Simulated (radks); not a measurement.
The numbers below are computed, except where a source is named.
Problem. Radial electron density D(r) = 4 pi r^2 rho(r) of an atom or ion with 10 electrons. Level of theory: scalar-relativistic Kohn-Sham, r2SCAN, spin-unpolarised, spherical densities, finite nucleus; meta-GGA in the generalised Kohn-Sham scheme; Fermi nuclear charge, rms radius of each element as measured or else 0.836 A^(1/3) + 0.57 fm (a radial shooting solver on a logarithmic mesh with Libxc functionals).

r (bohr)  D(r) (e/bohr)
0.003585         0.2658
0.004378         0.3871
0.005348         0.5608
0.006531         0.8077
0.007978          1.155
0.009744          1.636
0.0119            2.293
0.01454           3.172
0.01775           4.316
0.02169           5.759
0.02649           7.501
0.03235           9.490
0.03951           11.59
0.04826           13.56
0.05895           15.08
0.072             15.80
0.08794           15.46
0.1074            14.09
0.1312            12.13
0.1602            10.37
0.1957            9.646
0.239             10.37
0.292             12.15
0.3566            13.81
0.4356            14.08
0.532             12.37
0.6498            9.115
0.7936            5.489
0.9694            2.614
1.184            0.9428
1.446            0.2445
1.766           0.04281

What is the nuclear charge?

Solution. Z = 14. The innermost maximum, from 1s, lies near gamma/Z bohr with gamma = sqrt(1 - (Z/c)^2) = 0.995, here 0.0711 bohr (found: 0.0749), and its height grows with Z. The density is that of the silicon ion Si4+ in [Ne]; the configuration itself is not fixed sharply by these data, and Z only to about a unit. D(r) has 2 maxima, at r = 0.0749, 0.405 bohr, and minima at 0.196 bohr, inside which lie 2.20 electrons.
